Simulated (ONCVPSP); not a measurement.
**W: variants of one ONCV potential**

Base potential:

W, optimised norm-conserving Vanderbilt (ONCV), made with ONCVPSP 4.0.1 (PBE, scalar-relativistic). Core [Kr] 4d10 4f14, reference 5s2 5p6 5d4 6s1 (charge +1). Waves: 5s+6s: rc 1.80 bohr, ncon 4, nbas 7, qcut 7.4 1/bohr, 3 projectors, debl 3.7 Ha; 5p: rc 2.00 bohr, ncon 4, nbas 8, qcut 8.2 1/bohr, 2 projectors, debl 1.4 Ha; 5d: rc 2.35 bohr, ncon 4, nbas 9, qcut 5.4 1/bohr, 3 projectors, debl 0.9 Ha. Local part: polynomial inside 1.70 bohr (lpopt 5, dvloc0 6 Ha). Core correction: Teter function fitted to the true core (icmod 2), fcfact 0.2.

In the p channel the program set the typed energies aside and used -1.864, 0.250 Ha.

Cutoffs, loose and tight: the cutoffs (Ha) at which the residual kinetic energy of the hardest occupied pseudo-wave falls to 1 and 0.1 mHa per electron. They do not see the model core or the augmentation charge, which bear on the density cutoff. Test errors are all-electron minus pseudo excitation energies from the reference, over the configurations 5s2 5p6 5d4 6s2; 5s2 5p6 5d4 6s0; 5s2 5p6 5d3 6s0; 5s2 5p5 5d4 6s2. A dash means not determined; rows that change the core or the reference have their own tests.

A true bound ghost makes a file unfit for plane-wave use even where its test errors are small: the radial tests pick states by their node count and pass the ghost by.

| change | outcome | cutoff, loose | cutoff, tight | bound ghosts | GHOST(+) flags above zero | largest test error (meV) |
| --- | --- | --- | --- | --- | --- | --- |
| base | generated, projector energies reset by the program | 18 Ha | 22 Ha | none | s | -191 |
| d: qcut 5.7 | generated, projector energies reset by the program | 18 Ha | 22 Ha | none | s | -185 |
| d: qcut 6.4 | generated, projector energies reset by the program | 18 Ha | 22 Ha | none | s | -175 |
| d: qcut 7.1 | generated, projector energies reset by the program | 18 Ha | 22 Ha | none | s | -168 |
| d: qcut 8.1 | generated, projector energies reset by the program | 18 Ha | 22 Ha | none | s | -163 |

Question: What comes out with this change to the base: d: qcut 3.4?

Answer: outcome: generated, projector energies reset by the program; cutoff, loose: 52 Ha; cutoff, tight: 60 Ha; bound ghosts: d; GHOST(+) flags above zero: s, d; largest test error (meV): -280.

Question: What comes out with this change to the base: d: qcut 4.8?

Answer: outcome: generated, projector energies reset by the program; cutoff, loose: 18 Ha; cutoff, tight: 28 Ha; bound ghosts: none; GHOST(+) flags above zero: s; largest test error (meV): -209.

Question: What comes out with this change to the base: d: qcut 4.2?

Answer: outcome: generated, projector energies reset by the program; cutoff, loose: 21 Ha; cutoff, tight: 54 Ha; bound ghosts: none; GHOST(+) flags above zero: s; largest test error (meV): -234.

Reading the sweep of the qcut of the d channel (base included, trends over the rows without a ghost): The loose cutoff stays near 18 Ha. The median size of the test errors (rows with all tests solved) is not monotonic: lowest 3.6 meV at 5.4 1/bohr, highest 5.9 meV at 4.2 1/bohr. Bound ghosts are found at 3.4 1/bohr.
